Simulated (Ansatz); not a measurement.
Total energies of `CN(C)c1ccc(C#N)cc1`.

Cartesian coordinates in Å:
```
C 0.556 -0.588 2.489
N 0.380 -1.035 1.132
C 0.546 -2.428 0.810
C 0.053 -0.143 0.156
C -0.132 -0.556 -1.178
C -0.462 0.349 -2.161
C -0.623 1.704 -1.864
C -0.964 2.634 -2.882
N -1.240 3.390 -3.709
C -0.443 2.124 -0.545
C -0.113 1.226 0.444
H -0.355 -0.129 2.890
H 1.369 0.143 2.576
H 0.805 -1.441 3.117
H 1.345 -2.584 0.076
H 0.811 -2.974 1.713
H -0.374 -2.868 0.408
H -0.016 -1.596 -1.448
H -0.599 0.008 -3.180
H -0.564 3.172 -0.300
H 0.019 1.591 1.453
```

The species carries charge 0 and has multiplicity 1. All single points use the PBE0-D4/def2-TZVP geometry. It is one conformer, not always the lowest. Basis def2-TZVPP, Ansatz.

RPA on PBE orbitals: Hartree–Fock energy of these orbitals -455.58110 Eh, correlation -2.89100 Eh (frozen core).

```tsv
functional	energy without D4 (Eh)	D4 term (kJ/mol)
LDA (SPW92)	-454.53158	–
PBE	-458.04570	-60.3
revPBE	-458.49831	-193.9
BLYP	-458.44773	-131.8
r2SCAN	-458.36546	-16.6
B97M-V	-458.63684	–
PBE0	-458.08215	-51.3
B3LYP	-458.63966	-95.4
r2SCANh	-458.34213	-17.4
r2SCAN0	-458.30932	-19.1
HSE06 (plane-wave form)	-458.05689	-47.6
BHLYP	-458.34855	-67.9
CAM-B3LYP	-458.38399	-51.7
LC-ωPBE	-458.29797	–
ωB97X-V	-458.49616	–
ωB97M-V	-458.45108	–
B2PLYP	-458.23970	–
PBE-QIDH	-458.00891	–
```

B3LYP takes the VWN-RPA correlation (the form of Gaussian; ORCA's B3LYP/G). HSE06 is the plane-wave form, built on full-range PBE exchange. The double hybrids freeze the cores in their second-order part.

LC-ωPBE has ω = 0.4 bohr⁻¹.
